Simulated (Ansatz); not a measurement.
C2H7AlSSi (`[AlH2][SiH]1CSC1`) at its PBE0-D4/def2-TZVP geometry, where that method's forces vanish. The species carries charge 0 and has multiplicity 1.

```xyz
12

Al   -0.7078   -1.3181    1.2125
Si    0.4555    0.7710    0.7472
C    -0.8602    1.0614   -0.6176
S    -0.3821   -0.6182   -1.1783
C     1.3251   -0.1698   -0.6799
H     0.1530   -2.6427    1.4150
H    -2.2762   -1.2753    1.4851
H     1.1454    1.9661    1.3304
H    -0.6377    1.7700   -1.4185
H    -1.9151    1.1043   -0.3497
H     1.7812    0.4072   -1.4874
H     1.9188   -1.0559   -0.4589
```

Problem. What forces (eV/Å) does r2SCAN-D4/def2-TZVPP give on these atoms in Ansatz? (Best estimate.)

Solution. The calculation gave: 
```
Al1 -0.028 -0.050  0.004
Si2  0.010  0.014  0.079
C3  -0.092  0.209  0.047
S4  -0.126 -0.219 -0.095
C5   0.228  0.029  0.038
H6  -0.018  0.016  0.002
H7   0.023 -0.007  0.001
H8   0.009  0.016 -0.009
H9  -0.008 -0.003 -0.012
H10  0.005  0.001 -0.022
H11  0.001 -0.008 -0.013
H12 -0.003  0.005 -0.021
```
